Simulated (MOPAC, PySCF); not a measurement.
H$_{8}$N$_{4}$Si, SMILES `N[Si](N)(N)N`, neutral singlet in the gas phase. 

Z-matrix (Å, degrees):
```
Si
N 1 1.7351
H 2 1.0155 1 119.16
H 2 1.0159 3 110.61 1 143.44
N 1 1.7351 2 102.50 3 -171.29
H 5 1.0155 1 119.16 2 -171.29
H 5 1.0159 6 110.61 1 143.44
N 1 1.7351 2 113.07 3 66.67
H 8 1.0155 1 119.16 2 49.26
H 8 1.0159 9 110.61 1 -143.43
N 1 1.7351 2 113.06 3 -49.25
H 11 1.0155 1 119.16 2 -66.66
H 11 1.0159 12 110.61 1 -143.43
```
Charge 0, spin multiplicity 1.

All levels are single points at this geometry (B3LYP-D3(BJ)/def2-SVP); Pople sets use spherical d functions. Orbital energies aren't observables, and empty levels follow the basis.

PM6 in MOPAC gives dipole (D) = 0.00.

**Question.** Estimate the dipole (D) from each of these levels: B3LYP-D3(BJ)/def2-TZVP in PySCF; B3LYP/6-311+G** in PySCF; M06-2X/6-31G* in PySCF; HF/3-21G in PySCF; HF/6-31G* in PySCF; HF/STO-3G in PySCF; PM3 in MOPAC; PM7 in MOPAC.

**Answer.** 
| level | dipole (D) |
|---|---|
| B3LYP-D3(BJ)/def2-TZVP in PySCF | 0.00 |
| B3LYP/6-311+G** in PySCF | 0.00 |
| M06-2X/6-31G* in PySCF | 0.00 |
| HF/3-21G in PySCF | 0.00 |
| HF/6-31G* in PySCF | 0.00 |
| HF/STO-3G in PySCF | 0.00 |
| PM3 in MOPAC | 0.00 |
| PM7 in MOPAC | 0.00 |
